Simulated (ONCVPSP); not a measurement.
What one change does to a pseudopotential (Kr (Z = 36), ONCV)

* Element: krypton
* Generator: ONCVPSP 4.0.1
* Type: optimised norm-conserving Vanderbilt (ONCV)
* Functional: PW91
* Relativity: non-relativistic
* Frozen core: [Ne]
* Valence charge: 26
* Reference configuration: 3s2 3p6 3d10 4s2 4p5.5 (charge +0.5)
* Partial waves: 3s+4s: rc 1.05 bohr, ncon 3, nbas 6, qcut 9.4 1/bohr, 2 projectors; 3p+4p: rc 1.10 bohr, ncon 3, nbas 6, qcut 10.5 1/bohr, 3 projectors, debl 0.8 Ha; 3d: rc 1.00 bohr, ncon 5, nbas 10, qcut 15.8 1/bohr, local; f scattering state at 0.03 Ha: rc 1.10 bohr, ncon 5, nbas 9, qcut 10.9 1/bohr, 2 projectors, debl 0.6 Ha
* Local potential: the d channel
* Core correction: Teter function, fcfact 5, rcfact 1.75

Change: scalar-relativistic.

Cutoffs: the cutoffs (Ha) at which the residual kinetic energy of the hardest occupied pseudo-wave falls to 1 and 0.1 mHa per electron; they do not see the model core or the augmentation charge, which bear on the density cutoff. Errors are all-electron minus pseudo energies relative to the spin-unpolarised reference configuration.

Predict the effect on cutoff, ghosts and configuration errors.

The potential gets neither clearly harder nor softer (112 Ha and 125 Ha → 112 Ha and 125 Ha); both files keep a bound ghost (s); of the 4 tests that both files solve, the error grows in 3 and shrinks in 1 by more than 15 % and 0.3 meV (median size 0.6 → 4.2 meV).

```csv
quantity,base,changed
"cutoff, loose",112 Ha,112 Ha
"cutoff, tight",125 Ha,125 Ha
loose cutoff by channel,"s 30 Ha, p 50 Ha, d 112 Ha","s 32 Ha, p 51 Ha, d 112 Ha"
bound ghosts,s,s
GHOST(+) flags under 300 eV,none,none
"error for 3s2 3p6 3d10 4s2 4p6, meV [ΔE -5.90 → -5.88 eV]",+0.1,+1.1
"error for 3s2 3p6 3d10 4s2 4p5, meV [ΔE 8.47 → 8.46 eV]",-0.2,-1.6
"error for 3s2 3p6 3d10 4s2 4p4, meV [ΔE 33.70 eV]",-1.1,-6.7
"error for 3s2 3p5 3d10 4s2 4p6, meV [ΔE 199.90 → 201.95 eV]",+177,+99
s: phases at 1.06 bohr within 0.05 rad from the reference energy up to (Ha; the scan ends near 5),to the end of the scan,to the end of the scan
p: phases at 1.12 bohr within 0.05 rad from the reference energy up to (Ha; the scan ends near 5),to the end of the scan,to the end of the scan
d: phases at 1.01 bohr within 0.05 rad from the reference energy up to (Ha; the scan ends near 5),-1.1,-1.0
f: phases at 1.12 bohr within 0.05 rad from the reference energy up to (Ha; the scan ends near 5),to the end of the scan,to the end of the scan
"rms error of d²Exc/dni dnj with the model core, mHa",3.86,4.01
```

 A true bound ghost makes a file unfit for plane-wave use even where its test errors are small: the radial tests pick states by their node count and pass the ghost by.
